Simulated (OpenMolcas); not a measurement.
**Mo IV: effect of the level shift or regulariser**

```
Program             : OpenMolcas 26.06
Basis               : ANO-RCC-VQZP [8s7p5d3f2g1h]
Scalar Hamiltonian  : DKH2, point nucleus
Active space        : 3 electrons in 10 orbitals (4d 5d)
State averaging     : 2S+1 = 4 even, 10 roots; 2S+1 = 2 even, 40 roots
Spin-orbit coupling : state interaction with AMFI integrals over the reference wave functions, term energies averaged over their components
```

Methods on the same reference wave functions:
A. CASSCF
B. MS-CASPT2, IPEA 0.25 Eh, imaginary shift 0.1 Eh (closed shells correlated: 4s 4p)
C. MS-CASPT2, IPEA 0.25 Eh, imaginary shift 0.3 Eh (closed shells correlated: 4s 4p)

Energies in cm-1 above 4d3 4F 3/2, the measured ground level; measured values from Sugar and Musgrove, J. Phys. Chem. Ref. Data 17, 155 (1988).

```tsv
Level	A	B	C	Measured
4d3 4F 3/2	0.0	0.0	0.0	0.0
4d3 4F 5/2	740	761	760	778
4d3 4F 7/2	1695	1720	1719	1760
4d3 4F 9/2	2806	2810	2810	2865
4d3 4P 1/2	13032	10480	10520	10338
4d3 4P 3/2	13137	10420	10490	10331
4d3 2G 7/2	14083	11490	11530	11580
4d3 4P 5/2	14228	11800	11800	11612
4d3 2G 9/2	14812	12260	12290	12311
4d3 2P 1/2	18393	13810	14180	14348
4d3 2H 9/2	18683	16170	16180	15995
4d3 2H 11/2	19096	16600	16600	16357
4d3 2D 5/2(1)	20810	17010	17090	16809
4d3 2D 3/2(1) [54 %]	21066	16920	17110	
4d3 2F 7/2	30575	25260	25320	24787
4d3 2F 5/2	30917	25590	25650	25100
4d3 2D 5/2(2)	47174	40210	40220	38922
4d3 2D 3/2(2)	47523	40580	40580	39231
```

Deviations, from unrounded energies. A percentage is the sum of absolute deviations over the sum of measured energies, with the sign that they share, or ± where signs differ.

```json
{"Against measurement": "mean absolute deviation (cm-1)", "Levels": "16", "A": "3400", "B": "340", "C": "330"}
{"Against measurement": "fine structure of the ground term (%)", "Levels": "3", "A": "-3.0", "B": "-2.1", "C": "-2.1"}
{"Against measurement": "other terms of the ground configuration (%)", "Levels": "13", "A": "+22.1", "B": "±2.2", "C": "±2.1"}
```

B, C lie about equally close to measurement and A furthest from it. The largest miss of C in the table is 4d3 2D 3/2(2), by +1400 cm-1. The ranking rests on the paired levels alone, and a cruder setting can come out closer through cancelling errors.

Between B and C the level of the table that moves most is 4d3 2P 1/2, by 370 cm-1 (lowest in B, highest in C). Moves below CASPT2's spread within the term are not significant.

The two smallest mean deviations differ by little beside CASPT2's spread within terms, so their order carries little weight.

From A to B the spin-free energies of the other terms of 4d3 shown, above 4F, scale by factors of 0.72 to 0.85, as is usual when dynamic correlation screens the repulsion within a d or f shell.

The lowest spin-free term lies below A's lowest term by 0.325 hartree in B, 0.325 hartree in C.

CASPT2 breaks the degeneracy within a term, and the mean is taken; among the terms shown or strongly mixed into the levels shown the widest spread is 650 cm-1 (4d3 4F, B). Active for correlation alone: 5d; no level in the range computed is led by a configuration that fills it, so any true level of that kind is missing. Without dynamic correlation excited terms often stand tens of per cent too high (terms of higher spin than the ground term too low), and those without a measured partner can miss by more than the paired ones (holds for A). The CASPT2 spread within a term exceeds the gap to the next term for 4d3 2H and 4d3 2D(1), so the order of their levels is uncertain (holds for B; C). Computed and measured levels are paired by configuration, term and J; levels that our copy of the source lacks, or whose pairing is in doubt (as where it misses far off the trend of its configuration), stay unpaired and out of the deviations. Only configurations of the active space appear. Levels that lie high or do not pair safely by name in every column are left out.

A share in square brackets marks a mixed level and gives the weight of the term that names it, the lowest over the columns. A number in round brackets counts repeated terms of one configuration in the order of the reference energies.
